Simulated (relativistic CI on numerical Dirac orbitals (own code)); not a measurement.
Mn⁵⁺: resonant inelastic scattering at the L2,3 edge

Computed with this model: Dirac-Coulomb-Breit CI, KLI orbitals optimised for each configuration, a model potential for QED, valence Slater integrals scaled by 0.9, Kramers-Heisenberg scattering through one core-hole configuration in a parametric crystal field; configurations [Ar] 3d2 → [He] 2s2 2p5 3s2 3p6 3d3; 10 K; core-hole width 0.24 eV; summed over polarisations. Incident energies are the highest absorption maxima for each field (at most a few, so the weaker spin-orbit partner edge can be absent), on the computed scale of the free ion. Intensities are in per cent of the strongest line above 0.02 eV; levels within 1 cm⁻¹ are merged; final levels count from the ground level, the first row holds all elastic scattering, lines under 0.4 are left out and each table stops after 24 rows. The scale of the Slater integrals is a model choice and moves the terms in proportion.

Field parameters in Wybourne normalisation: D4h B²₀ = −7Ds, B⁴₀ = 21(Dq − Dt), B⁴₄ = 21√(5/14) Dq. The field is a parameter set, without covalency.

S is read from ⟨S²⟩ = S(S + 1).

D4h, 10Dq = 36700, Ds = -1500, Dt = -350 cm⁻¹:

```tsv
Final level (eV)	Degeneracy	Irrep	S	654.6 eV	655 eV	665.2 eV
0.000	1	B1	1.00	136.8	148.5	165.1
0.001	1	B2	1.00	56.7	66.8	27.0
0.034	2	E	1.00	8.2	34.5	24.3
0.065	1	A1	1.00	11.6	59.9	2.1
0.076	1	A2	1.00	12.4	48.7	22.6
0.351	2	E	1.00	24.1	2.3	33.8
0.355	1	A1	1.00	7.3	0.5	0.6
2.142	1	A1	0.00	1.3	1.6	1.4
2.252	2	E	0.00	6.1	5.0	24.5
2.593	1	B2	0.00	2.0	0.6	22.7
2.626	1	B1	0.00	4.7	3.7	24.9
4.406	1	B1	1.00	25.6	20.0	29.0
4.407	1	B2	1.00	0.9	1.6	13.9
4.424	2	E	1.00	18.1	3.8	5.5
4.441	2	A1+A2	1.00	10.4	14.4	17.4
4.869	3	B1+E	1.00	43.5	21.7	100.0
5.128	1	A1	0.00	3.1	10.0	7.3
5.973	2	E	1.00	1.8	6.7	49.8
5.974	1	A1	1.00	0.6	0.9	4.4
6.869	2	E	0.02	1.7	1.6	60.4
6.997	1	A2	0.07	1.0	5.7	23.1
7.045	1	A1	1.00	0.5	6.7	11.0
7.047	1	A2	0.98	3.1	11.0	10.6
7.070	2	E	0.99	10.9	3.4	23.0
```

D4h, 10Dq = 36700, Ds = -860, Dt = -350 cm⁻¹:

| Final level (eV) | Degeneracy | Irrep | S | 654.4 eV | 665.1 eV | 666.1 eV |
| --- | --- | --- | --- | --- | --- | --- |
| 0.000 | 1 | B1 | 1.00 | 106.1 | 111.1 | 140.8 |
| 0.001 | 1 | B2 | 1.00 | 28.4 | 10.4 | 58.2 |
| 0.026 | 2 | E | 1.00 | 8.2 | 21.7 | 24.1 |
| 0.042 | 1 | A1 | 1.00 | 6.0 | 1.6 | 33.2 |
| 0.075 | 1 | A2 | 1.00 | 5.0 | 17.4 | 11.4 |
| 0.139 | 2 | E | 1.00 | 10.3 | 13.2 | 34.8 |
| 0.156 | 1 | A1 | 1.00 | 4.7 | 0.3 | 11.5 |
| 2.253 | 1 | A1 | 0.00 | 1.8 | 0.4 | 5.5 |
| 2.255 | 2 | E | 0.00 | 8.2 | 10.0 | 27.8 |
| 2.362 | 1 | B2 | 0.00 | 0.2 | 6.6 | 14.6 |
| 2.393 | 1 | B1 | 0.00 | 4.6 | 13.6 | 19.9 |
| 4.365 | 1 | B1 | 1.00 | 16.6 | 22.2 | 2.3 |
| 4.366 | 1 | B2 | 1.00 | 0.3 | 6.8 | 23.3 |
| 4.382 | 2 | E | 1.00 | 12.5 | 5.4 | 0.6 |
| 4.398 | 1 | A2 | 1.00 | 4.5 | 12.0 | 36.4 |
| 4.398 | 1 | A1 | 1.00 | 7.4 | 1.7 | 0.2 |
| 4.793 | 2 | E | 1.00 | 3.4 | 11.7 | 96.4 |
| 4.794 | 1 | B1 | 1.00 | 12.8 | 60.7 | 1.6 |
| 5.031 | 1 | A1 | 0.00 | 1.4 | 3.5 | 49.4 |
| 6.202 | 2 | E | 1.00 | 0.9 | 29.6 | 5.6 |
| 6.202 | 1 | A1 | 1.00 | 0.3 | 2.0 | 67.0 |
| 6.783 | 2 | A1+A2 | 1.00 | 1.4 | 10.2 | 100.0 |
| 6.797 | 2 | E | 0.92 | 2.6 | 6.5 | 5.5 |
| 6.824 | 1 | B2 | 1.00 | 1.2 | 2.4 | 0.3 |

D4h, 10Dq = 36700, Ds = -210, Dt = -350 cm⁻¹:

| Final level (eV) | Degeneracy | Irrep | S | 654.3 eV | 656.4 eV | 666.2 eV |
| --- | --- | --- | --- | --- | --- | --- |
| 0.000 | 1 | A1 | 1.00 | 97.1 | 106.8 | 178.4 |
| 0.006 | 2 | E | 1.00 | 13.0 | 16.8 | 53.7 |
| 0.115 | 1 | B1 | 1.00 | 2.3 | 22.9 | 5.1 |
| 0.116 | 1 | B2 | 1.00 | 5.2 | 1.5 | 9.6 |
| 0.162 | 2 | E | 1.00 | 11.6 | 26.0 | 39.5 |
| 0.190 | 1 | A2 | 1.00 | 0.5 | 9.9 | 9.5 |
| 0.202 | 1 | A1 | 1.00 | 2.3 | 6.9 | 10.5 |
| 2.242 | 1 | B2 | 0.00 | 5.8 | 0.1 | 5.3 |
| 2.271 | 1 | B1 | 0.00 | 0.7 | 2.8 | 2.7 |
| 2.374 | 2 | E | 0.00 | 2.2 | 2.5 | 28.6 |
| 2.449 | 1 | A1 | 0.00 | 6.6 | 4.0 | 12.4 |
| 4.428 | 1 | B1 | 1.00 | 0.6 | 0.3 | 2.4 |
| 4.429 | 1 | B2 | 1.00 | 0.5 | 2.8 | 1.5 |
| 4.444 | 2 | E | 1.00 | 3.0 | 0.5 | 73.1 |
| 4.459 | 1 | A2 | 1.00 | 1.4 | 1.1 | 3.0 |
| 4.459 | 1 | A1 | 1.00 | 3.2 | 1.9 | 4.6 |
| 4.833 | 2 | E | 1.00 | 14.4 | 9.9 | 8.9 |
| 4.833 | 1 | B1 | 1.00 | 6.1 | 0.3 | 1.4 |
| 5.077 | 1 | A1 | 0.00 | 0.0 | 0.0 | 33.7 |
| 6.547 | 1 | A1 | 1.00 | 1.0 | 4.6 | 100.0 |
| 6.549 | 2 | E | 1.00 | 2.7 | 4.9 | 7.9 |
| 6.644 | 1 | A2 | 1.00 | 2.6 | 5.5 | 1.2 |
| 6.650 | 1 | A1 | 1.00 | 1.0 | 3.3 | 50.1 |
| 6.665 | 2 | E | 0.99 | 2.9 | 1.0 | 7.1 |

For the first field the strongest loss at the lowest incident energy is the level at 4.87 eV (S = 1.00, against 1.00 in the thermal ground state). Levels of other spin, the first over 8 % at 2.25 eV, appear because spin-orbit coupling of the core hole, and in heavier ions of the valence shell too, mixes spins.
